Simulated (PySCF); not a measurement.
Stepwise substitution at one centre (Ge NH2-OCH3). Isolated molecules, 0 K electronic values unless said otherwise. One relaxed conformer stands for each flexible species; it need not be the lowest. Strings in code marks are SMILES.

These are PBE-D3(BJ)/def2-TZVP // r2SCAN-D4/def2-SVP (PySCF 2.14.0) values and carry that method's errors. Excitations are Tamm–Dancoff values on a coarser integration grid. The basis has no diffuse functions, so Rydberg states are missing or too high.

| species | S1–T1 gap (TDA) (eV) | HOMO–LUMO gap (eV) |
|---|---|---|
| 0 of 4 NH2 replaced by OCH3 (`[NH2][Ge]([NH2])([NH2])[NH2]`) | 0.16 | 5.28 |
| 1 of 4 NH2 replaced by OCH3 | ___ | 5.31 |
| 2 of 4 NH2 replaced by OCH3 (`[O](C)[Ge]([O]C)([NH2])[NH2]`) | 0.23 | 5.42 |
| 3 of 4 NH2 replaced by OCH3 (`C[O][Ge]([NH2])([O]C)[O]C`) | 0.25 | 5.50 |
| 4 of 4 NH2 replaced by OCH3 (`C[O][Ge]([O]C)([O]C)[O]C`) | 0.29 | ___ |

Some entries are withheld; supply them.


- 1 of 4 NH2 replaced by OCH3, S1–T1 gap (TDA) (eV): 0.20
- 4 of 4 NH2 replaced by OCH3 (`C[O][Ge]([O]C)([O]C)[O]C`), HOMO–LUMO gap (eV): 5.60
